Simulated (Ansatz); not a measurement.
Total energies of CH6O2Si, SMILES `C[SiH](O)O`.

```
atom   x (Å)   y (Å)   z (Å)
  C1  -0.302  -1.224   0.499
 Si2   0.416   0.404  -0.015
  O3   0.434   0.369  -1.661
  O4  -0.435   1.688   0.569
  H5  -1.301  -1.362   0.077
  H6   0.323  -2.048   0.147
  H7  -0.376  -1.291   1.587
  H8   1.780   0.632   0.523
  H9   0.836   1.114  -2.110
 H10  -1.374   1.719   0.384
```

Charge 0, multiplicity 1. The structure was optimised at the PBE0-D4/def2-TZVP level. It is one conformer, not always the lowest. Basis def2-TZVPP, Ansatz 0.2.0.

RPA on PBE orbitals: Hartree–Fock energy of these orbitals -480.19180 Eh, correlation -1.26316 Eh (frozen core).

```tsv
functional	energy without D4 (Eh)	D4 term (kJ/mol)
ωB97X-V	-481.76001	–
B2PLYP	-481.61524	–
```

Task: Give the same for LDA (SPW92), PBE, revPBE, BLYP, r2SCAN, B97M-V, PBE0, B3LYP, r2SCANh, r2SCAN0, HSE06 (plane-wave form), BHLYP, CAM-B3LYP, LC-ωPBE, ωB97M-V, PBE-QIDH. (An estimate is asked.)

Result: The calculation gave: 
```tsv
functional	energy without D4 (Eh)	D4 term (kJ/mol)
LDA (SPW92)	-479.23193	–
PBE	-481.49413	-16.4
revPBE	-481.73774	-52.4
BLYP	-481.81188	-36.5
r2SCAN	-481.74442	-4.0
B97M-V	-481.74961	–
PBE0	-481.53363	-13.7
B3LYP	-481.89637	-26.3
r2SCANh	-481.73272	-4.2
r2SCAN0	-481.71607	-4.6
HSE06 (plane-wave form)	-481.51762	-12.7
BHLYP	-481.77248	-19.3
CAM-B3LYP	-481.80814	-13.7
LC-ωPBE	-481.67121	–
ωB97M-V	-481.77668	–
PBE-QIDH	-481.42958	–
```

B3LYP takes the VWN-RPA correlation (the form of Gaussian; ORCA's B3LYP/G). HSE06 is the plane-wave form, built on full-range PBE exchange. The double hybrids freeze the cores in their second-order part.

LC-ωPBE has ω = 0.4 bohr⁻¹.
